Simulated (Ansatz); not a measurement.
Computed with Ansatz on PBE0-D4/def2-TZVP structures; ΔE is electronic, products minus reactants. CCSD(T)/CBS adds triple-zeta CCSD(T) − MP2 to the extrapolated MP2 energy (def2 sets, frozen cores). This one scheme is used for every species. DFT in def2-TZVPP. HSE06 is defined as in plane-wave codes.

Consider the cleavage of the B–Si bond: `[SiH3]B1CO1` + H–F → `FB1CO1` + SiH₄.

| level | ΔE (kJ/mol) |
| --- | --- |
| r2SCANh-D4 | -129.6 |
| HSE06-D4 | -119.0 |
| CAM-B3LYP-D4 | -136.5 |
| ωB97M-V | -131.7 |

Q: What does CCSD(T)/CBS give? (Best estimate.)

A: The calculation gave: -120.1 kJ/mol. The listed levels differ from it by -9.5, 1.1, -16.4, -11.6 kJ/mol.

Largest T1 diagnostic among the species: 0.016.

The D4 term adds +5.1 kJ/mol with B3LYP and +2.9 kJ/mol with PBE0; it sums over pairs of atoms, weighted by their polarisabilities, and B3LYP, whose exchange is more repulsive, gets the larger term. Leaving LDA and LC-ωPBE aside and taking each functional with its dispersion term where it has one, the values, not all of them listed here, spread over 22.8 kJ/mol, from BHLYP-D4 to revPBE-D4. From BLYP to BHLYP (50 % exact exchange), in def2-TZVPP and without D4, ΔE moves by −6.4 kJ/mol.

B3LYP here is the variant with VWN-RPA as its local correlation; programs differ in this.
